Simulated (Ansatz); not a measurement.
C₂H₉NOSi, SMILES `COC(N)[SiH3]`, relaxed with RKS PBE0-D4/def2-TZVP in the Gaussian-basis code of Ansatz from a PBE-D4/def2-SVP geometry. The force threshold is 0.005 eV/Å; the program also tests the step.

The species carries charge 0 and has multiplicity 1.

Start:

```xyz
14

C    -1.824   -1.126   -0.050
O    -0.630   -0.705    0.588
C     0.242    0.026   -0.259
N    -0.348    1.283   -0.691
Si    1.865    0.225    0.757
H    -2.457   -1.609    0.719
H    -2.370   -0.267   -0.496
H    -1.613   -1.867   -0.860
H     0.458   -0.560   -1.191
H    -0.239    2.034    0.002
H     0.027    1.608   -1.587
H     2.443   -1.076    1.243
H     1.559    1.116    1.932
H     2.887    0.920   -0.108
```

```tsv
step	energy (eV)	largest force (eV/Å)	largest move (Å)
1	-13627.3608	0.632	0.000
2	-13627.4088	0.173	0.031
3	-13627.4134	0.041	0.015
4	-13627.4137	0.023	0.007
5	-13627.4140	0.086	0.033
6 (rejected)	-13627.4138	0.108	0.009
7	-13627.4144	0.009	0.004
8	-13627.4144	0.013	0.003
9	-13627.4145	0.014	0.024
10	-13627.4145	0.003	0.005
```

End:

```xyz
14

C    -1.808   -1.120   -0.064
O    -0.631   -0.703    0.588
C     0.243    0.029   -0.238
N    -0.344    1.282   -0.661
Si    1.852    0.228    0.759
H    -2.414   -1.648    0.672
H    -2.367   -0.267   -0.457
H    -1.574   -1.805   -0.892
H     0.450   -0.548   -1.155
H    -0.193    2.038   -0.007
H    -0.043    1.566   -1.581
H     2.381   -1.063    1.268
H     1.579    1.150    1.895
H     2.870    0.860   -0.126
```

Run time 42 s (4 threads of an Arm Neoverse V1 on a shared host); peak host memory 0.59 GiB.
